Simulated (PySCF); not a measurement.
C$_{2}$H$_{10}$FNOSi$_{2}$, singlet, geometry from GFN2-xTB, atoms displaced at random by about 0.08 Å a coordinate; R2SCAN/STO-3G, gradient (PySCF).

The PySCF input:
```python
from pyscf import gto, scf, dft

mol = gto.Mole()
mol.atom = '''
    Si    1.868961    1.059184    0.273349
    F     1.102832    2.601823   -0.017124
    O     0.855643    0.041733    0.584473
    Si   -0.257736   -0.997268    0.829089
    N    -1.281545   -0.952043   -0.540484
    C    -1.592289    0.280634   -1.147983
    C    -2.142660   -1.963258   -0.885333
    H     2.266692    0.867090   -1.218583
    H     3.034054    1.403692    1.133759
    H    -0.849520   -0.753992    2.233404
    H     0.273587   -2.438491    0.737293
    H    -0.947191    0.955998   -0.899588
    H    -1.726122    0.124403   -2.272705
    H    -2.637574    0.576096   -0.957290
    H    -2.428109   -2.173596   -2.061208
    H    -1.734257   -2.852721   -0.422109
    H    -3.228831   -1.838691   -0.457523
'''
mol.basis = 'sto-3g'
mol.charge = 0
mol.spin = 0
mol.verbose = 4
mol.build()

mf = dft.RKS(mol)
mf.xc = 'r2scan'
mf.kernel()
g = mf.nuc_grad_method()
grad = g.kernel()
```

The log (banner, timings and long lists left out):

```
PySCF version 2.14.0

[INPUT] verbose = 4
[INPUT] num. atoms = 17
[INPUT] num. electrons = 74
[INPUT] charge = 0
[INPUT] spin (= nelec alpha-beta = 2S) = 0
[INPUT] symmetry False subgroup None
[INPUT] Mole.unit = angstrom
[INPUT] Symbol           X                Y                Z      unit          X                Y                Z       unit  Magmom
[INPUT]  1 Si     1.868961000000   1.059184000000   0.273349000000 AA    3.531824427493   2.001567675521   0.516554746424 Bohr   0.0
[INPUT]  2 F      1.102832000000   2.601823000000  -0.017124000000 AA    2.084050441406   4.916732894594  -0.032359670157 Bohr   0.0
[INPUT]  3 O      0.855643000000   0.041733000000   0.584473000000 AA    1.616930930401   0.078863940356   1.104493897203 Bohr   0.0
[INPUT]  4 Si    -0.257736000000  -0.997268000000   0.829089000000 AA   -0.487050452441  -1.884563392793   1.566751142890 Bohr   0.0
[INPUT]  5 N     -1.281545000000  -0.952043000000  -0.540484000000 AA   -2.421769066306  -1.799100528809  -1.021366734709 Bohr   0.0
[INPUT]  6 C     -1.592289000000   0.280634000000  -1.147983000000 AA   -3.008990121158   0.530321401241  -2.169373465657 Bohr   0.0
[INPUT]  7 C     -2.142660000000  -1.963258000000  -0.885333000000 AA   -4.049040578061  -3.710019931861  -1.673036899040 Bohr   0.0
[INPUT]  8 H      2.266692000000   0.867090000000  -1.218583000000 AA    4.283427088743   1.638562625349  -2.302788130051 Bohr   0.0
[INPUT]  9 H      3.034054000000   1.403692000000   1.133759000000 AA    5.733531107141   2.652593443243   2.142494001261 Bohr   0.0
[INPUT] 10 H     -0.849520000000  -0.753992000000   2.233404000000 AA   -1.605360137341  -1.424838380113   4.220521885508 Bohr   0.0
[INPUT] 11 H      0.273587000000  -2.438491000000   0.737293000000 AA    0.517004501241  -4.608080147217   1.393281843559 Bohr   0.0
[INPUT] 12 H     -0.947191000000   0.955998000000  -0.899588000000 AA   -1.789931577653   1.806574395632  -1.699974944945 Bohr   0.0
[INPUT] 13 H     -1.726122000000   0.124403000000  -2.272705000000 AA   -3.261897837586   0.235087599074  -4.294790011930 Bohr   0.0
[INPUT] 14 H     -2.637574000000   0.576096000000  -0.957290000000 AA   -4.984292493274   1.088663661457  -1.809015921785 Bohr   0.0
[INPUT] 15 H     -2.428109000000  -2.173596000000  -2.061208000000 AA   -4.588461010592  -4.107501145450  -3.895118605763 Bohr   0.0
[INPUT] 16 H     -1.734257000000  -2.852721000000  -0.422109000000 AA   -3.277270759610  -5.390861399795  -0.797670404714 Bohr   0.0
[INPUT] 17 H     -3.228831000000  -1.838691000000  -0.457523000000 AA   -6.101606292506  -3.474622417703  -0.864593165689 Bohr   0.0

nuclear repulsion = 494.720387131804
number of shells = 35
number of NR pGTOs = 159
number of NR cGTOs = 53
basis = sto-3g
ecp = {}

******** <class 'pyscf.dft.rks.RKS'> ********
method = RKS
initial guess = minao
damping factor = 0
level_shift factor = 0
DIIS = <class 'pyscf.scf.diis.CDIIS'>
diis_start_cycle = 1
diis_space = 8
diis_damp = 0
SCF conv_tol = 1e-09
SCF conv_tol_grad = None
SCF max_cycles = 50
direct_scf = True
direct_scf_tol = 1e-13
XC library pyscf.dft.libxc version 7.1.2
    S. Lehtola, C. Steigemann, M. J. T. Oliveira, and M. A. L. Marques,  SoftwareX 7, 1–5 (2018)
XC functionals = r2scan
    J. W. Furness, A. D. Kaplan, J. Ning, J. P. Perdew, and J. Sun,  J. Phys. Chem. Lett. 11, 8208–8215 (2020)
    J. W. Furness, A. D. Kaplan, J. Ning, J. P. Perdew, and J. Sun,  J. Phys. Chem. Lett. 11, 9248–9248 (2020)
    J. W. Furness, A. D. Kaplan, J. Ning, J. P. Perdew, and J. Sun,  J. Phys. Chem. Lett. 11, 8208–8215 (2020)
    J. W. Furness, A. D. Kaplan, J. Ning, J. P. Perdew, and J. Sun,  J. Phys. Chem. Lett. 11, 9248–9248 (2020)
radial grids:
    Treutler-Ahlrichs [JCP 102, 346 (1995); DOI:10.1063/1.469408] (M4) radial grids

becke partition: Becke, JCP 88, 2547 (1988); DOI:10.1063/1.454033
pruning grids: <function nwchem_prune>
grids dens level: 3
symmetrized grids: False
atomic radii adjust function: <function treutler_atomic_radii_adjust>
small_rho_cutoff = 0
Set gradient conv threshold to 3.16228e-05
Initial guess from minao.
tot grids = 206928
init E= -880.525999821105
  HOMO = -0.288475034597469  LUMO = 0.0196439312904314  gap/eV = 8.38434
cycle= 1 E= -879.707462293687  delta_E= 0.819  |g|= 0.788  |ddm|= 5.01
  HOMO = 0.0961781471153995  LUMO = 0.202555154853789  gap/eV = 2.89467
cycle= 2 E= -879.455367363033  delta_E= 0.252  |g|= 1.26  |ddm|= 3.12
  HOMO = -0.0777268457524818  LUMO = 0.19807851533047  gap/eV = 7.50505
cycle= 3 E= -879.93882215745  delta_E= -0.483  |g|= 0.0862  |ddm|= 1.97
  HOMO = -0.0649389778845599  LUMO = 0.197640446271018  gap/eV = 7.14515
cycle= 4 E= -879.94105586419  delta_E= -0.00223  |g|= 0.0433  |ddm|= 0.23
  HOMO = -0.0778266429208717  LUMO = 0.197698957385522  gap/eV = 7.49743
cycle= 5 E= -879.941740655331  delta_E= -0.000685  |g|= 0.012  |ddm|= 0.0858
  HOMO = -0.0772583908457107  LUMO = 0.196723687824751  gap/eV = 7.45543
cycle= 6 E= -879.94179082368  delta_E= -5.02e-05  |g|= 0.00136  |ddm|= 0.0207
  HOMO = -0.0776140651432425  LUMO = 0.196874349171849  gap/eV = 7.46921
cycle= 7 E= -879.941791456193  delta_E= -6.33e-07  |g|= 0.000644  |ddm|= 0.0033
  HOMO = -0.0775054942901917  LUMO = 0.196869435368891  gap/eV = 7.46612
cycle= 8 E= -879.941791584763  delta_E= -1.29e-07  |g|= 5.47e-05  |ddm|= 0.001
  HOMO = -0.0775146804291045  LUMO = 0.196865225552512  gap/eV = 7.46626
cycle= 9 E= -879.941791586093  delta_E= -1.33e-09  |g|= 8.73e-06  |ddm|= 0.000125
  HOMO = -0.0775180588039154  LUMO = 0.196864966484318  gap/eV = 7.46634
cycle= 10 E= -879.941791586124  delta_E= -3.14e-11  |g|= 1.81e-06  |ddm|= 2.16e-05
  HOMO = -0.077517335005964  LUMO = 0.196864983307704  gap/eV = 7.46632
Extra cycle  E= -879.941791586119  delta_E= 5e-12  |g|= 1.73e-06  |ddm|= 5.99e-06
converged SCF energy = -879.941791586119

******** <class 'pyscf.grad.rks.Gradients'> for <class 'pyscf.dft.rks.RKS'> ********
unit = Eh/Bohr
grid_response = False
--------------- RKS gradients ---------------
         x                y                z
0 Si    -0.0964877515    -0.1777965405     0.1109176672
1 F    -0.0122713595     0.0400539477    -0.0205237215
2 O     0.0495186245     0.0573193726    -0.0408590536
3 Si     0.0314230886     0.0902778330    -0.0450925604
4 N    -0.0432980798    -0.0266269571    -0.0092622214
5 C     0.1363370016     0.0739473621     0.0948428517
6 C     0.1099670629     0.0663661312     0.0436869848
7 H    -0.0047090570     0.0067955598    -0.0374963506
8 H     0.0122218937     0.0168767710    -0.0003071981
9 H    -0.0082322423     0.0036174711     0.0310421643
10 H     0.0108732817    -0.0309094938    -0.0095781618
11 H    -0.0979760845    -0.1140174517    -0.0303312707
12 H    -0.0251891660    -0.0081114432    -0.0180582465
13 H     0.0034940677    -0.0140506497    -0.0194258360
14 H    -0.0341725295    -0.0165473586    -0.0560592134
15 H     0.0018107309     0.0264003327     0.0021058571
16 H    -0.0303542918     0.0016984538     0.0070263349
----------------------------------------------
```
